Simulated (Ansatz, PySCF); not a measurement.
CH6ClFSi2, SMILES [SiH2](F)C[SiH2]Cl. Atoms are numbered in the order given.

```xyz
11

Si     1.5645     0.4447     0.3374
F      3.1307    -0.0036     0.2931
C      0.5441    -0.9168    -0.4406
Si    -1.1556    -0.3801    -0.9958
Cl    -1.9835     0.8076     0.4982
H      1.1985     0.6522     1.7625
H      1.4428     1.7060    -0.4454
H      1.0863    -1.2928    -1.3270
H      0.4564    -1.7543     0.2714
H     -1.0684     0.4494    -2.2296
H     -2.0693    -1.5344    -1.2198
```
Charge 0, spin multiplicity 1.

Geometry optimised at PBE0-D3(BJ)/def2-SVP. The structure was generated by enumeration, and PubChem lists no compound with its InChIKey, so it may never have been made. One conformer was computed; it need not be the lowest.

Two levels are set side by side: PBE-D3(BJ)/def2-SVP (Ansatz, a first-principles code) and PBE0-D3(BJ)/def2-SVP (Ansatz). Each level has its own optimised geometry; the coordinates shown are those of the second. Frequencies come from the Hessian of PySCF at each geometry. Differences are taken from unrounded values.

| quantity | PBE0-D3(BJ) | PBE-D3(BJ) | PBE-D3(BJ) minus PBE0-D3(BJ) |
|---|---|---|---|
| mean bond length (Å) | 1.561 | 1.572 | 0.011 |
| bond Si1–F2 (Å) | 1.630 | 1.644 | 0.015 |
| bond Si1–C3 (Å) | 1.871 | 1.883 | 0.012 |
| bond C3–Si4 (Å) | 1.867 | 1.879 | 0.012 |
| bond Si4–Cl5 (Å) | 2.080 | 2.094 | 0.014 |
| bond Si1–H6 (Å) | 1.486 | 1.497 | 0.012 |
| bond Si1–H7 (Å) | 1.489 | 1.501 | 0.011 |
| bond C3–H8 (Å) | 1.105 | 1.113 | 0.008 |
| bond C3–H9 (Å) | 1.103 | 1.110 | 0.008 |
| bond Si4–H10 (Å) | 1.489 | 1.501 | 0.011 |
| bond Si4–H11 (Å) | 1.489 | 1.501 | 0.012 |
| highest harmonic wavenumber (cm⁻¹) | 3142 | 3056 | -85 |
| mean harmonic wavenumber (cm⁻¹) | 1082 | 1046 | -35 |
| zero-point energy (kcal/mol) | 41.75 | 40.39 | -1.36 |

Exact exchange shortens and stiffens bonds; PBE has none. Differences between two approximate levels are no errors against the true value.
